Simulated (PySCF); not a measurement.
Solvent effects on NMR parameters

Geometry:
```csv
atom,x (Å),y (Å),z (Å)
Si1,3.005,-0.290,-0.317
C2,1.547,0.881,-0.126
Si3,-0.108,0.195,-0.704
C4,-1.585,1.337,-0.336
C5,-2.443,0.485,0.563
C6,-2.034,-0.750,0.889
C7,-0.723,-1.263,0.352
H8,2.757,-1.559,0.437
H9,3.207,-0.638,-1.758
H10,4.268,0.320,0.202
H11,1.768,1.807,-0.684
H12,1.450,1.160,0.938
H13,-0.010,-0.156,-2.157
H14,-1.281,2.274,0.164
H15,-2.129,1.643,-1.246
H16,-3.391,0.880,0.946
H17,-2.641,-1.387,1.542
H18,-0.024,-1.515,1.170
H19,-0.854,-2.193,-0.227
```

GIAO PBE0/pcSseg-1 in PySCF 2.14 on one PBE0-D3(BJ)/def2-SVP conformer, non-relativistic, equivalent nuclei averaged. Solvents enter as an IEF-PCM continuum (benzene with ε = 2.3, dichloromethane with ε = 8.9) around the gas-phase geometry. Shifts are referred to TMS computed in the same medium.

Gas phase, δ in ppm: Si3 0.7, Si1 -69.9, C5/C6 140.6, C4/C7 18.6, C2 -9.5, H16/H17 6.05, H13 4.51, H8/H9/H10 3.99, H15/H19 1.70, H14/H18 1.41, H11/H12 -0.16. Dipole moment 0.85 D.

(1) How does each δ change in the continuum?

(2) Which of the listed nuclei move most (in ppm), and what does the model miss?

## Answers

(1) 
| atoms | environment | Δδ, benzene | Δδ, dichloromethane |
| --- | --- | --- | --- |
| Si3 | silicon bonded to 3 C, H, in a 5-membered ring | 0.0 | +0.3 |
| Si1 | silicon bonded to C, 3 H | 0.0 | +0.3 |
| C5/C6 | alkene CH | +0.6 | +1.3 |
| C4/C7 | allylic sp3 CH2 bonded to Si | +0.2 | +0.5 |
| C2 | sp3 CH2 bonded to 2 Si | 0.0 | +0.2 |
| H16/H17 | hydrogen on an alkene CH | +0.04 | +0.08 |
| H13 | hydrogen on a silicon bonded to 3 C, in a 5-membered ring | -0.06 | -0.12 |
| H8/H9/H10 | hydrogen on a silicon bonded to C | -0.05 | -0.09 |
| H15/H19 | hydrogen on an allylic sp3 CH2 bonded to Si | +0.02 | +0.03 |
| H14/H18 | hydrogen on an allylic sp3 CH2 bonded to Si | +0.05 | +0.10 |
| H11/H12 | hydrogen on an sp3 CH2 bonded to 2 Si | +0.08 | +0.17 |

Changes are relative to the gas phase. The dipole moment becomes 0.96 D in benzene, 1.08 D in dichloromethane.

(2) C5/C6 (alkene CH, +1.3 ppm) in dichloromethane. A continuum only polarises the solute; specific hydrogen bonds, the anisotropy of aromatic solvents and changes of geometry or conformer are outside it.
